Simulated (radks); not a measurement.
Cu3+, configuration [Ar] 3d7.5 4f0.5 (fractional occupations, a model configuration). All-electron calculation, scalar-relativistic Kohn-Sham, PBE, spin-unpolarised, spherical densities, point nucleus. Program: a radial shooting solver on a logarithmic mesh with Libxc functionals.

Normalised radial functions P(r) = r R(r), r in bohr:

r             1s       3s
0.007306  1.8895   0.2255
0.009744  2.3331   0.2766
0.013     2.8140   0.3299
0.01733   3.2900   0.3779
0.02312   3.6902   0.4074
0.03083   3.9176   0.3990
0.04113   3.8663   0.3283
0.05485   3.4641   0.1721
0.07316   2.7311  -0.0751
0.09758   1.8185  -0.3784
0.1301    0.9689  -0.6395
0.175     0.3729  -0.7021
0.2334    0.0991  -0.4214
0.3113    0.0157   0.1888
0.4151    0.0013   0.8877
0.5537    0.0000   1.3057
0.7385    0.0000   1.2325
0.985     0.0000   0.8117
1.314     0.0000   0.3698
1.752     0.0000   0.1097
2.337     0.0000   0.0190
3.117     0.0000   0.0016
4.157     0.0000   0.0001
5.545     0.0000   0.0000
7.396     0.0000   0.0000
9.864     0.0000   0.0000
13.16     0.0000   0.0000

1s: eigenvalue -8906.4 eV, 0 radial nodes, <r> = 0.0521 bohr, 90 % of the charge inside 0.0931 bohr. 3s: eigenvalue -168.73 eV, 2 radial nodes at r = 0.0677, 0.288 bohr, <r> = 0.702 bohr, 90 % of the charge inside 1.05 bohr.
